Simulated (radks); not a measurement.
Values are calculated unless marked as measured or tabulated.
Q: Numerical settings for the palladium ion Pd+, [Kr] 4d9. Code: a radial shooting solver on a logarithmic mesh with Libxc functionals. Model: Dirac Kohn-Sham, PBE, spin-unpolarised, spherical densities, finite nucleus; open shells fill j = l - 1/2 first; Fermi nuclear charge, rms radius 4.5318 fm. The defaults (mesh step 0.008 in ln r, mesh end at 40 bohr or more with all orbitals vanishing there, Anderson mixing 0.5 over 9 steps, residual threshold near 1e-9 with the energy settled to 1e-9 hartree or 1e-11 of itself, here a cap of 52 iterations) give E = -5046.5155 hartree and 4d5/2 at -14.406 eV in 14 iterations. Run on one thread of a shared host, so times are rough (Arm Neoverse N1): 0.15 s of CPU time, 0.15 s wall, 14 iterations on 2259 mesh points. One setting is changed at a time: mesh step in ln r 0.12; mesh step in ln r 0.005; mesh step in ln r 0.05; mesh end (bohr) 8; mesh end (bohr) 2; residual threshold 0.001; residual threshold 0.01; mixing 1; linear mixing, mixing 0.05; linear mixing, mixing 0.2; mixing history 20; iteration cap 2. Which runs fail to converge, and which converge to a wrong energy?

A: Not converged within the cap: mesh step in ln r 0.12; linear mixing, mixing 0.05; linear mixing, mixing 0.2; iteration cap 2. Settled on a wrong energy, with an occupied level pushed above zero by the early mesh end: mesh end (bohr) 2 (+6.79 hartree). Apart from these: no run marked as converged misses the energy by more than 1 mhartree.
